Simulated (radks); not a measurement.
The terbium ion Tb2+ inside a hard spherical wall (all orbitals vanish at R), configuration held at [Xe] 4f9 and not refilled when levels cross. Method: scalar-relativistic Kohn-Sham, PBE, spin-polarised, spherical densities, finite nucleus; open shells are filled with parallel spins first (spin-orbit coupling, left out, can overturn this in heavy ions); Fermi nuclear charge, rms radius 5.06 fm; computed with a radial shooting solver on a logarithmic mesh with Libxc functionals. Eigenvalues in eV for spin up, with the zero of energy where the potential of the charges vanishes at infinity; a dash marks a level that is unbound or too diffuse for the functional's potential to be trusted. A positive occupied level is held by the wall or, in an anion where self-interaction has pushed it up, behind a barrier. The pressure on the wall is -dE/dV.

R (bohr)  E (hartree)  kinetic (hartree)    e(4d)    e(5s)    e(5p)    e(4f)  e(6s, empty)  e(5d, empty)  pressure (GPa)
free      -11707.5339          12598.767  -162.26  -62.310  -39.356  -18.232       -14.457       -13.846               0
20        -11707.5339          12598.767  -162.26  -62.310  -39.356  -18.232       -14.457       -13.846        < 0.0001
12        -11707.5339          12598.767  -162.26  -62.310  -39.356  -18.232       -14.457       -13.846        < 0.0001
8         -11707.5339          12598.768  -162.26  -62.309  -39.355  -18.231       -14.421       -13.839        0.000753
7         -11707.5339          12598.768  -162.25  -62.304  -39.350  -18.224       -14.303       -13.810         0.00664
6         -11707.5334          12598.773  -162.22  -62.280  -39.328  -18.192       -13.847       -13.691          0.0687
5         -11707.5296          12598.810  -162.04  -62.151  -39.210  -18.022       -12.192       -13.205           0.924
3.5       -11707.3753          12599.990  -159.29  -60.133  -37.097  -15.424         1.971        -8.363            75.8
3         -11706.9707          12602.543  -155.11  -56.969  -33.462  -11.456        19.170        -1.982             375
